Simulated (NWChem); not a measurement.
# Si$_{2}$NH$_{6}$F; SMILES N[SiH2][SiH2]F

```xyz
10

Si    -0.4742     1.1843    -0.2684
F      0.9292     1.8387     0.3104
Si    -0.4712    -1.1105     0.3004
N      0.9075    -2.0153    -0.3010
H     -0.4754     1.3784    -1.7655
H     -1.6258     1.9711     0.3069
H     -1.7266    -1.7316    -0.2586
H     -0.4735    -1.2322     1.8015
H      1.0036    -2.0904    -1.3186
H      1.8179    -1.7683     0.1000
```
Atoms are numbered in this order, from 1.

All runs: NWChem. Medium grid unless said otherwise, to which SCAN and Minnesota functionals are sensitive. Structure relaxed at the PBE-D3(BJ)/def2-SVP level. Hybrids' shares of exact exchange are those that their runs print; pure functionals count as 0. The functionals differ in more than this share.

```csv
row,share of exact exchange,highest occupied level (eV)
PBE/def2-SVP,0.00,-5.68
M06-L/def2-SVP,0.00,-6.02
B3LYP/def2-SVP,0.20,-6.77
B3PW91/def2-SVP,0.20,-6.83
PBE0/def2-SVP,0.25,-7.04
MPW1K/def2-SVP,0.43,withheld
```

Question: Fit a straight line of the last column on the one before it, predict the withheld value, and compare with the run.

Answer: 
1. Means of the 5 shown rows: x = 0.130, y = -6.468. Slope Σ(x − x̄)(y − ȳ)/Σ(x − x̄)² = -0.2758/0.05800 = -4.755; intercept -5.850.
2. The shown rows scatter about the line by 0.109 (root mean square); the largest residual is +0.17, at PBE/def2-SVP.
3. At x = 0.43 (MPW1K/def2-SVP; beyond the shown range) the line gives -7.89.
4. The run gives -8.05, -0.16 from the line, 1.5 times the scatter.
